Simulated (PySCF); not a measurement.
# What a mistake does to a calculation on B2H3NO

Calculated results; nothing here was measured. They come from PySCF 2.14.0, an open-source quantum chemistry program, on an isolated molecule that a program drew, which may never have been made. The molecule is B2H3NO (charge 0, singlet), drawn as the SMILES string `BN=BO`.

Each row is a Hartree-Fock (HF) and frozen-core CCSD(T) single point in the cc-pVDZ basis, meant for a local HF minimum. Run 1 is clean. Each other run has one planted mistake out of seven kinds, and not every kind appears here: one electron removed, one electron added, multiplicity raised by two, geometry at a saddle point, minimal basis STO-3G, one bond length entered in bohr, all coordinates scaled. The reference is restricted for singlets and unrestricted otherwise, and also for a bond in bohr. Adding or removing an electron swaps singlet and doublet. Electrons count all cores. HOMO and LUMO are orbital energies over both spins, the gradient is its largest component, and the lowest frequency (negative if imaginary) is given only where the gradient is small. Bond lengths are over the 6 bonds as drawn. T1 is the CCSD diagnostic: over 0.02 (restricted) or 0.045 (unrestricted) a single reference is doubtful.

Geometry of the clean run:
```xyz
7
B2H3NO, angstrom
B    -1.1165    0.5068   -1.7626
N    -0.2356   -0.4626   -1.2745
B     0.5348   -1.3310   -0.8139
O     1.3619   -2.2465   -0.3486
H    -0.9464    0.9954   -2.8500
H    -2.0558    0.8615   -1.0961
H     1.1560   -2.5791    0.5142
```

| run | electrons | basis functions | <S^2> | HOMO (eV) | LUMO (eV) | gradient (hartree/bohr) | lowest frequency (cm^-1) | mean bond (Å) | longest bond (Å) | T1 | HF (hartree) | CCSD(T) (hartree) | mistake |
|---|---|---|---|---|---|---|---|---|---|---|---|---|---|
| 1 | 28 | 71 | 0.000 | -10.22 | 3.11 | 1.7e-05 | 134 | 1.2203 | 1.398 | 0.0148 | -180.51779 | -181.05950 | no fault |
| 2 | 28 | 71 | 0.000 | -10.11 | 2.63 | 6.0e-02 | - | 1.3143 | 1.505 | 0.0178 | -180.47539 | -181.03611 | all coordinates scaled |
| 3 | 28 | 71 | 2.023 | -4.73 | -1.17 | 5.2e-02 | - | 1.2203 | 1.398 | 0.0486 | -180.33880 | -180.87913 | multiplicity raised by two |
| 4 | 29 | 71 | 0.796 | 1.51 | 8.10 | 4.5e-02 | - | 1.2203 | 1.398 | 0.0175 | -180.43144 | -180.99661 | one electron added |
| 5 | 28 | 71 | 0.978 | -10.50 | 1.53 | 1.6e-02 | - | 1.4159 | 2.492 | 0.0378 | -180.34883 | -180.85853 | ? |
| 6 | 27 | 71 | 0.763 | -18.60 | -7.35 | 1.1e-01 | - | 1.2203 | 1.398 | 0.0395 | -180.19725 | -180.70443 | ? |

**Which mistake was planted in run 5, and what did it cost?**

The mean bond changes by a factor of 1.160 and the longest by 1.783, so the molecule wasn't scaled as a whole. A length L in bohr read as angstrom grows by (1/0.5292 - 1) L = 0.890 L. The 6 bonds together grew by 6 x 0.1956 = 1.174 Å, which gives L = 1.319 Å. That is bond B3-O4, 1.319 Å in the clean geometry. So the mistake is: one bond length entered in bohr. Subtracting run 1 and multiplying by 627.51 kcal/mol a hartree, the energy moved by 106.0 kcal/mol in HF and 126.1 kcal/mol in CCSD(T).

**Which mistake was planted in run 6, and what did it cost?**

It counts 27 electrons, one fewer than the clean run, at the same geometry and basis. So the mistake is: one electron removed. Subtracting run 1 and multiplying by 627.51 kcal/mol a hartree, the energy moved by 201.1 kcal/mol in HF and 222.8 kcal/mol in CCSD(T).

Cautions from the logs. Run 3: T1 is over the limit, so its CCSD(T) energy is less reliable; run 4: the HOMO is above zero, so the electron isn't bound and the energy depends on the basis.
